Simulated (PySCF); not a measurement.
## SnCl and its ions

r²SCAN; basis Sn cc-pVDZ-PP with ECP28, Cl cc-pV(D+d)Z; scalar-relativistic core potentials; PySCF 2.14. Neutral (UKS): doublet (π ↑), Re = 2.402 Å, ωe = 343 cm⁻¹, De = 3.91 eV, HOMO -4.32 eV, LUMO -3.83 eV.

SnCl⁺ (UKS): singlet (closed shell), Re = 2.294 Å, ωe = 416 cm⁻¹, De = 4.18 eV to Sn⁺ + Cl. The energies at the minima are -674.57748 hartree for SnCl and -674.31526 for SnCl⁺.

Task: Work out the adiabatic ionisation energy, without and with harmonic zero-point energies (1 hartree = 27.2114 eV, 1 eV = 8065.5 cm⁻¹), and the change of the bond length.

Result: At r²SCAN: 0.26222 hartree = 7.135 eV between the minima; the zero-point term (416.0 − 343.0)/2 cm⁻¹ = +0.005 eV makes it 7.140 eV. Re changes by -10.8 pm against the neutral. The electron leaves a π orbital, and the shorter bond of the ion fits an antibonding orbital, or a change in how ionic the bond is.

These are scalar-relativistic numbers at best; spin–orbit coupling would shift them, the dissociation energy most. For an ion De counts to the pair picked by the measured ionisation energies or electron affinities, which need not be the lowest pair at this level. States were picked by a PBE0 search and need not be the measured ground states.
